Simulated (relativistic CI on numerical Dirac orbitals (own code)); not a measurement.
## Transition arrays of Pd¹⁹⁺

These numbers are calculated, not measured: Dirac-Coulomb-Breit CI, separate exchange-only KLI orbitals for each configuration, a model potential for QED, valence Slater integrals scaled by 0.9, whole transition arrays (own radial code, finite nucleus).

CI space (outside the closed core [Ne] 3s2): 3p⁶3d⁹, 3p⁶3d⁸4f, 3p⁵3d¹⁰, 3p⁶3d⁸4p, 3p⁶3d⁸5f. Levels of other configurations are missing.

All E1 lines from the levels of 3p⁶3d⁹; mean and standard deviation are weighted by gf, and upper levels are sorted by their leading configuration.

| Upper configuration | Lines | Σgf | Mean (eV) | Mean (nm) | σ (eV) | Strongest line (nm) |
| --- | --- | --- | --- | --- | --- | --- |
| 3p⁶3d⁸4f | 81 | 48.6 | 529.33 | 2.342 | 4.39 | 2.334 |
| 3p⁵3d¹⁰ | 3 | 2.0 | 203.03 | 6.107 | 11.51 | 6.353 |
| 3p⁶3d⁸4p | 60 | 4.5 | 391.03 | 3.171 | 3.91 | 3.164 |
| 3p⁶3d⁸5f | 81 | 23.2 | 653.82 | 1.896 | 4.81 | 1.887 |

Σgf per state of the lower configuration in bins of 0.05 nm over the central range (centre: value): 1.875: 1.66, 1.925: 0.66, 2.275: 0.07, 2.325: 4.01, 2.375: 0.63, 2.425: 0.15, 3.125: 0.07, 3.175: 0.29, 3.225: 0.07.

Task: How do configuration mixing and the scaling of the Slater integrals move the arrays?

Result: Slater scale 0.9, no configuration mixing: 3p⁶3d⁸4f 530.1 ± 4.5 eV (Σgf 53.4), 3p⁵3d¹⁰ 204.1 ± 11.6 eV (Σgf 2.3), 3p⁶3d⁸4p 391.1 ± 4.0 eV (Σgf 4.1), 3p⁶3d⁸5f 653.0 ± 4.8 eV (Σgf 17.2); Slater scale 1: 3p⁶3d⁸4f 530.7 ± 4.7 eV (Σgf 48.7), 3p⁵3d¹⁰ 202.8 ± 11.5 eV (Σgf 2.0), 3p⁶3d⁸4p 391.2 ± 4.3 eV (Σgf 4.5), 3p⁶3d⁸5f 654.5 ± 5.2 eV (Σgf 23.3); Slater scale 0.8: 3p⁶3d⁸4f 528.0 ± 4.1 eV (Σgf 48.5), 3p⁵3d¹⁰ 203.2 ± 11.5 eV (Σgf 2.0), 3p⁶3d⁸4p 390.8 ± 3.6 eV (Σgf 4.4), 3p⁶3d⁸5f 653.2 ± 4.5 eV (Σgf 23.1). With mixing, levels are counted to their leading configuration, so an array can shrink or vanish into another, and the sums then hold other lines.
